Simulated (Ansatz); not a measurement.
# Cl⁻ ··· N2

The pair of Cl⁻ (SMILES [Cl-], atom 1) and N2 (SMILES N#N, atoms 2–3), both closed shells, in one local arrangement (a lower one may exist), relaxed at PBE0-D4/def2-TZVPD:

```csv
atom,x (Å),y (Å),z (Å)
Cl1,0.0365,0.0248,-2.3859
N2,-0.4685,-0.3179,1.1697
N3,0.4320,0.2932,1.2163
```

Computed with Ansatz 0.2.0 (basis: def2-TZVPPD, with def2-QZVPPD for the basis limit); correlated methods freeze the cores. B3LYP uses VWN-RPA correlation. Extrapolation: Hartree–Fock as exp(−7.88 √X), correlation as X^−2.97. Interaction energies count from these two fragments, frozen as in the pair, with the counterpoise correction; negative means bound.

What is the interaction energy by CCSD(T) at an estimated basis limit (MP2 extrapolated from triple and quadruple zeta, plus CCSD(T) − MP2 in triple zeta)? (Judge from chemistry; the value comes from the calculation.)

By the calculation: -2.07 kcal/mol. Hartree–Fock alone gives -0.76 kcal/mol at the basis limit. It counts from the two fragments frozen as in the pair.

The same quantity by other methods in triple zeta, and each one's difference from that estimate:
| method | E_int (kcal/mol) | difference |
| --- | --- | --- |
| PBE-D4 | -2.51 | -0.44 |
| revPBE-D4 | -2.35 | -0.28 |
| BLYP-D4 | -2.13 | -0.07 |
| r2SCAN-D4 | -2.24 | -0.17 |
| B97M-V | -2.18 | -0.11 |
| PBE0-D4 | -2.24 | -0.17 |
| B3LYP-D4 | -2.11 | -0.05 |
| HSE06-D4 | -2.25 | -0.18 |
| wB97X-V | -2.14 | -0.07 |
| wB97M-V | -2.06 | 0.00 |
| B2PLYP | -1.56 | 0.51 |
| HF | -0.73 | 1.34 |
| MP2 | -2.02 | 0.04 |
| CCSD | -1.69 | 0.38 |
| CCSD(T) | -1.86 | 0.21 |
Differences are method less estimate.

Basis-set superposition shift (counterpoise-corrected less uncorrected): CCSD(T) 0.26; MP2 0.25; HF 0.03; PBE0-D4 0.03; wB97M-V 0.04 kcal/mol.

T1 diagnostic: at most 0.014.

For scale, one of the runs: CCSD(T)/def2-TZVPPD, 125 basis functions, launched by `ansatz run in.yaml --threads 2 --pin off --events-out ev --progress --plain --max-ram 5222MiB`. The run took about 2.6 s on 2 CPU threads of an Intel Xeon 6975P-C (shared host).
